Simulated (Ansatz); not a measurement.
`BOC(C)=O`, charge 0, multiplicity 1.

**Question.** Give a relaxed structure at PBE0-D4/def2-TZVP (Ansatz). (An estimate is asked.)

**Answer.** Ansatz gave: 
Cartesian coordinates in Å:
```
B 0.296 -1.686 -1.063
O 0.574 -0.481 -0.487
C -0.414 0.399 -0.105
C 0.052 1.270 1.014
O -1.472 0.450 -0.649
H 1.243 -2.299 -1.454
H -0.826 -2.086 -1.117
H 0.340 0.653 1.867
H -0.735 1.964 1.296
H 0.943 1.816 0.699
```
This is one stationary point; other conformers may exist.
